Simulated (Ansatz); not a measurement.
Compare A (`C[SiH]1[NH][AlH]1`) with its isomer B (`[AlH2][N]1C[SiH2]1`).

Calculated with Ansatz (gas phase, PBE0-D4/def2-TZVP geometries, no zero-point term in ΔE). CBS: MP2 limit from def2 TZ/QZ plus the TZ coupled-cluster correction, frozen cores. Functionals use def2-TZVPP.

Question: Which isomer does CCSD(T)/CBS put lower? Give the gap. (Best estimate.)

Answer: The calculation gave: A, by 19.8 kcal/mol.

Question: Give E(B) − E(A) in kcal/mol with B2PLYP, BLYP-D4, ωB97M-V, LDA (SPW92), MP2/def2-TZVPP, HF/def2-TZVPP, PBE0-D4. (Best estimate.)

Answer: Ansatz gave: B2PLYP 18.6, BLYP-D4 18.2, ωB97M-V 18.8, LDA (SPW92) 23.3, MP2/def2-TZVPP 18.7, HF/def2-TZVPP 14.5, PBE0-D4 21.7. None reverses the order clearly.

Question: Does the order hold for the free energy at 298.15 K (harmonic terms from PBE0-D4)? (Estimate.)

Answer: The calculation gave: Yes: G(B) − G(A) = +16.2 kcal/mol.

Largest T1 diagnostic: 0.013.

From BLYP to BHLYP (50 % exact exchange), in def2-TZVPP and without D4, E(B) − E(A) moves by −0.9 kcal/mol. In def2-TZVPP, CCSD(T) changes the Hartree–Fock value by +4.8 kcal/mol (the triples alone add +0.7 kcal/mol) and MP2 by +4.2 kcal/mol.
